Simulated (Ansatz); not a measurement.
## Telling isomers of HIOSi apart by their spectra

These gas-phase data were calculated for one isomer of HIOSi at B3LYP-D3(BJ)/def2-SVP (harmonic, unscaled wavenumbers; equilibrium rotational constants with average atomic masses):

```
rotational constants            : 19.56, 1.983, 1.8 GHz
all wavenumbers above 1500 cm⁻¹ : 3799
dipole moment                   : 1.04 D (PBE0/def2-TZVPD)
```

Candidates:

(1) `O[Si]I`, a singlet
(2) `O=[SiH]I`, a singlet

Problem. Which candidate do the data belong to?

Solution. Candidate (1). The band at 3799 cm⁻¹ lies where the O–H stretch is expected; (2) has no mode between 3300 and 4000 cm⁻¹.

The same quantities for all candidates:

```tsv
	rotational constants (GHz)	wavenumbers above 1500 cm⁻¹	dipole (D)	E above the lowest, B3LYP-D3(BJ)/def2-SVP (kcal/mol)
(1)	19.56, 1.983, 1.8	3799	1.04	0.0
(2)	33.22, 1.868, 1.769	2248	3.58	17.6
```

Each candidate is one conformer. Atoms past krypton carry core potentials. Programs: Ansatz 0.2.0.
